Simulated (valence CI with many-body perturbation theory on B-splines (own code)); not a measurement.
E1 transitions of Gd14+

Calculated by configuration interaction combined with many-body perturbation theory (CI+MBPT): four valence electrons over a frozen Dirac-Fock core [Kr] 4d10, radial functions for each j: 7 s, 7 p, 7 d, 7 f, 4 g, 2 h, with the one-electron correlation potential Σ1 (screened to all orders), the two-electron term Σ2, the three-electron term Σ3, Breit, model QED; selected single and double excitations, second order for the rest, scaled by the run's own slope (own B-spline code, finite nucleus).

No measured spectrum was set against this ion. As an estimate, terms of the open shell hold to a few per cent of their energy, and close levels can change places; configurations with another count of f electrons can be misplaced by thousands of cm⁻¹.

Lines 1 to 50 of 542 in falling wavelength, among levels below 18.559 eV, chosen from the strongest by gf and those to the six lowest levels. Wavelengths and rates use the calculated energies, so an error of 2000 cm⁻¹ moves a line at 1768 nm by 35 % and its rate by three times that or more. Electric multipoles are in the length gauge, E1 and E2 with the static RPA response of the core. Weak lines are less certain than strong ones. Lines between different terms over intervals too small for the method are left out, as are lines whose strength nearly cancels. Where a level lies close to another of its J and parity, the split of strength between their lines is uncertain. The highest levels of a list are the least certain.

Names give the largest LS component (configuration and term), which can be under half, so a name can repeat, a term be missing and a line seem to break the LS rules; names also repeat where a configuration has a term twice. Letters in brackets count levels of one name in rising energy.

| λ vac (nm) | Upper | Lower | A (s⁻¹) | S (a.u.) |
| --- | --- | --- | --- | --- |
| 1768 | 4f3 5s 3D°_2 [b] | 4f4 3D_2 [a] | 1.61e+01 | 2.19e-04 |
| 1624 | 4f3 5s 1G°_4 | 4f4 3G_4 [c] | 2.20e+01 | 4.17e-04 |
| 1441 | 4f4 5F_5 | 4f3 5s 5G°_6 | 2.98e+01 | 4.85e-04 |
| 1439 | 4f3 5s 5D°_3 | 4f4 5F_4 | 1.69e+01 | 1.74e-04 |
| 1281 | 4f4 5F_4 | 4f3 5s 5G°_5 | 2.83e+01 | 2.65e-04 |
| 1279 | 4f2 5s2 1I_6 | 4f3 5s 1I°_6 [b] | 1.28e+01 | 1.72e-04 |
| 1235 | 4f4 1I_6 [a] | 4f3 5s 1H°_5 [b] | 2.88e+01 | 3.48e-04 |
| 1226 | 4f3 5s 1F°_3 [b] | 4f4 3D_2 [b] | 4.63e+01 | 2.95e-04 |
| 1221 | 4f3 5s 3D°_3 [c] | 4f4 3D_3 [a] | 6.84e+01 | 4.30e-04 |
| 1210 | 4f3 5s 5D°_2 | 4f4 5F_3 | 3.41e+01 | 1.49e-04 |
| 1178 | 4f3 5s 5D°_4 | 4f4 5F_5 | 3.56e+01 | 2.59e-04 |
| 1060 | 4f4 3M_10 | 4f3 5s 3L°_9 | 2.70e+01 | 3.34e-04 |
| 1045 | 4f4 3K_6 [a] | 4f3 5s 3K°_6 | 1.82e+01 | 1.33e-04 |
| 1009 | 4f4 3G_3 [a] | 4f3 5s 3G°_3 [b] | 7.59e+01 | 2.70e-04 |
| 1002 | 4f4 5F_3 | 4f3 5s 5G°_4 | 5.54e+01 | 1.92e-04 |
| 999.9 | 4f3 5s 3D°_1 [c] | 4f4 3P_1 [a] | 8.36e+01 | 1.24e-04 |
| 993.4 | 4f4 3K_8 [a] | 4f3 5s 3K°_8 | 2.33e+01 | 1.92e-04 |
| 950.4 | 4f3 5s 1F°_3 [b] | 4f4 3D_3 [b] | 9.09e+01 | 2.70e-04 |
| 940.1 | 4f4 3G_4 [a] | 4f3 5s 3G°_4 [c] | 4.50e+01 | 1.66e-04 |
| 936.5 | 4f4 3H_5 [b] | 4f3 5s 1H°_5 [b] | 2.85e+01 | 1.27e-04 |
| 929.4 | 4f4 3M_9 | 4f3 5s 3L°_8 | 3.13e+01 | 2.36e-04 |
| 920.3 | 4f3 5s 5D°_1 | 4f4 5F_2 | 1.02e+02 | 1.18e-04 |
| 915.8 | 4f4 1G_4 [b] | 4f3 5s 3G°_5 [c] | 5.21e+01 | 1.78e-04 |
| 893.0 | 4f4 3F_4 [b] | 4f3 5s 3D°_3 [c] | 5.30e+01 | 1.68e-04 |
| 849.2 | 4f4 3I_5 [b] | 4f3 5s 3I°_5 [b] | 9.74e+01 | 3.24e-04 |
| 845.4 | 4f4 3I_7 [a] | 4f3 5s 3I°_7 [b] | 3.70e+01 | 1.65e-04 |
| 830.0 | 4f2 5s2 1D_2 | 4f3 5s 1D°_2 [a] | 7.28e+01 | 1.03e-04 |
| 820.2 | 4f4 3I_5 [a] | 4f3 5s 3G°_5 [b] | 1.07e+02 | 3.22e-04 |
| 808.7 | 4f3 5s 3I°_7 [b] | 4f2 5s2 3H_6 | 7.62e+01 | 2.98e-04 |
| 779.3 | 4f4 3F_2 [d] | 4f3 5s 3F°_2 [c] | 2.39e+02 | 2.79e-04 |
| 774.8 | 4f3 5s 3G°_5 [c] | 4f4 1G_4 [a] | 7.77e+01 | 1.96e-04 |
| 748.7 | 4f2 5s2 1G_4 | 4f3 5s 3G°_5 [a] | 7.52e+01 | 1.40e-04 |
| 747.0 | 4f3 5s 3F°_4 [c] | 4f4 3G_5 [b] | 7.85e+01 | 1.45e-04 |
| 732.1 | 4f4 1H_5 [a] | 4f3 5s 1I°_6 [b] | 4.47e+01 | 9.52e-05 |
| 729.0 | 4f4 3G_4 [a] | 4f3 5s 3G°_4 [b] | 7.70e+01 | 1.32e-04 |
| 724.5 | 4f4 3I_6 [a] | 4f3 5s 3I°_6 [b] | 7.66e+01 | 1.87e-04 |
| 711.2 | 4f4 1L_8 [a] | 4f3 5s 3L°_7 | 5.22e+01 | 1.58e-04 |
| 708.6 | 4f2 5s2 3H_6 | 4f3 5s 3H°_6 | 7.78e+01 | 1.78e-04 |
| 705.4 | 4f4 3M_8 | 4f3 5s 1K°_7 | 1.00e+02 | 2.96e-04 |
| 687.8 | 4f3 5s 3F°_4 [b] | 4f4 3D_3 [a] | 2.81e+02 | 4.06e-04 |
| 681.8 | 4f4 3F_3 [d] | 4f3 5s 3F°_3 [c] | 2.79e+02 | 3.05e-04 |
| 675.1 | 4f4 3F_4 [c] | 4f3 5s 3F°_4 [c] | 2.79e+02 | 3.81e-04 |
| 658.6 | 4f2 5s2 3P_2 | 4f3 5s 3D°_3 [b] | 1.35e+02 | 9.49e-05 |
| 649.8 | 4f3 5s 1F°_3 [b] | 4f4 1D_2 [d] | 4.86e+02 | 4.61e-04 |
| 642.3 | 4f4 5G_3 | 4f3 5s 3F°_2 [a] | 8.56e+01 | 7.83e-05 |
| 636.0 | 4f4 5F_5 | 4f3 5s 3H°_6 | 7.95e+01 | 1.11e-04 |
| 620.4 | 4f3 5s 3I°_6 [b] | 4f2 5s2 3H_5 | 1.20e+02 | 1.84e-04 |
| 615.0 | 4f3 5s 1F°_3 [b] | 4f4 1G_4 [c] | 3.57e+02 | 2.87e-04 |
| 614.7 | 4f3 5s 3F°_3 [c] | 4f4 3G_4 [d] | 2.03e+02 | 1.63e-04 |
| 599.8 | 4f3 5s 1G°_4 | 4f4 1H_5 [a] | 2.13e+02 | 2.04e-04 |
